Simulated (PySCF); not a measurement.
Compound: C6H6O.
Atom-mapped SMILES: `[CH:1]1=[CH:2][C@H:3]2[CH:4]=[CH:5][C@@H:6]1[O:7]2`

Structure used (GFN2-xTB), in Å, numbered top down from 1:
```
atom  x, y, z in Å
C1     1.4003   -0.0172   -0.2441
C2     0.9168    0.9640    0.4989
C3    -0.4402    0.4468    0.9917
C4    -1.3321    0.4276   -0.2556
C5    -0.8486   -0.5537   -0.9987
C6     0.3277   -1.1119   -0.1886
O7    -0.1579   -0.9386    1.1357
H8     2.3096   -0.0920   -0.8045
H9     1.3122    1.9321    0.7284
H10   -0.8482    0.8823    1.8974
H11   -2.1393    1.1090   -0.4301
H12   -1.1420   -0.9151   -1.9628
H13    0.6373   -2.1327   -0.3854
```

NICS = −σ at a ghost point: NICS(0) at the centroid of the ring atoms, NICS(1) 1 Å to either side along the normal of their mean plane, zz for the tensor component along that normal. Level: GIAO PBE0/pcSseg-1 (PySCF, non-relativistic, gas phase) on the GFN2-xTB geometry, one conformer.

Ring bond lengths (Å), with Mayer bond orders in brackets: C1–C2 1.322 (1.87), C2–C3 1.534 (0.96), C3–O7 1.421 (0.93), O7–C6 1.421 (0.93), C6–C1 1.534 (0.96); C3–C4 1.534 (0.96), C4–C5 1.322 (1.87), C5–C6 1.534 (0.96), C6–O7 1.421 (0.93), O7–C3 1.421 (0.93).

Give the NICS values of each ring in ppm.

```csv
ring,type,NICS(0),"NICS(1), two faces","NICS(1)zz, two faces",rms pucker (Å),"centre to ring atoms, mean (Å)"
C1–C2–C3–O7–C6,"5-membered ring with O; formal bonds 1 double, 4 single",-2.1,-1.8 / -3.2,-6.6 / -4.0,0.24,1.19
C3–C4–C5–C6–O7,"5-membered ring with O; formal bonds 1 double, 4 single",-2.1,-3.2 / -1.8,-4.0 / -6.6,0.24,1.19
```

What do they say, and how far can they be read as aromaticity?

- C1–C2–C3–O7–C6: mean NICS(1)zz -5.3 ppm, shielded. C3, C6 have four or more neighbours, and the NICS criterion for π rings isn't applied.
- C3–C4–C5–C6–O7: mean NICS(1)zz -5.3 ppm, shielded. C3, C6 have four or more neighbours; no verdict on aromaticity is drawn.

At the first NICS(1) probe listed for ring C1–C2–C3–O7–C6, 1 Å off the ring, what do the in-plane components average?

The isotropic value is a third of the trace: (3 × -1.8 − (-6.6))/2 = 0.6 ppm.

List the ring angles and the Hirshfeld charges of the ring atoms.

- C1–C2–C3–O7–C6: C1 104.7° (-0.062 e), C2 104.7° (-0.063 e), C3 100.7° (+0.039 e), O7 95.3° (-0.157 e), C6 100.7° (+0.039 e); sum 506.1° against 540° for a flat convex ring.
- C3–C4–C5–C6–O7: C3 100.7° (+0.039 e), C4 104.7° (-0.062 e), C5 104.7° (-0.063 e), C6 100.7° (+0.039 e), O7 95.3° (-0.157 e); sum 506.1° against 540° for a flat convex ring.
